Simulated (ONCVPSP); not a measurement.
# barium (Ba), ONCV: configuration errors across variants

```json
{
 "Element": "Ba",
 "Generator": "ONCVPSP 4.0.1",
 "Type": "optimised norm-conserving Vanderbilt (ONCV)",
 "Functional": "LDA (Perdew-Wang 92)",
 "Relativity": "fully relativistic",
 "Frozen core": "[Kr] 4d10",
 "Valence charge": "10",
 "Reference configuration": "5s2 5p6 5d0.5 6s1.5",
 "Partial waves": "5s+6s: rc 2.50 bohr, ncon 3, nbas 7, qcut 3.7 1/bohr, 2 projectors; 5p: rc 2.55 bohr, ncon 3, nbas 8, qcut 5.9 1/bohr, 3 projectors, debl 2.2 Ha; 5d: rc 3.95 bohr, ncon 4, nbas 8, qcut 4.5 1/bohr, 2 projectors, debl 3.8 Ha; f scattering state at 0.32 Ha: rc 4.05 bohr, ncon 4, nbas 8, qcut 2.9 1/bohr, 2 projectors, debl 3.7 Ha",
 "Local potential": "polynomial inside 1.85 bohr (lpopt 4, dvloc0 3 Ha)",
 "Core correction": "polynomial model core, fcfact 0.6"
}
```

Open shells are filled in proportion to 2j + 1.

All-electron excitation energies from the reference (eV): (1) 5s2 5p6 5d0 6s2 -0.644; (2) 5s2 5p6 5d0 6s1 4.893; (3) 5s2 5p6 5d0 6s0 15.057; (4) 5s2 5p6 5d0 6s1.5 1.565.

3 further variants failed, have other tests or too few solved ones, and are left out.

Errors AE − PS in meV (a dash: test not solved or not reliable):

```
     change   (1)   (2)   (3)   (4)  bound ghosts  GHOST(+) flags above zero
       base  -1.1  +0.5  +0.1  -0.3          none     d5/2, f7/2, d3/2, f5/2
f: qcut 3.9  -1.1  +0.5  +0.1  -0.3          none           d5/2, d3/2, f5/2
f: qcut 4.3  -1.1  +0.5  +0.1  -0.3          none           d5/2, d3/2, f5/2
```

(1) Give the same row for: f: qcut 3.6.

Results:

(1) -1.1, +0.5, +0.1, -0.3; bound ghosts: none; GHOST(+) flags above zero: d5/2, f7/2, d3/2, f5/2.
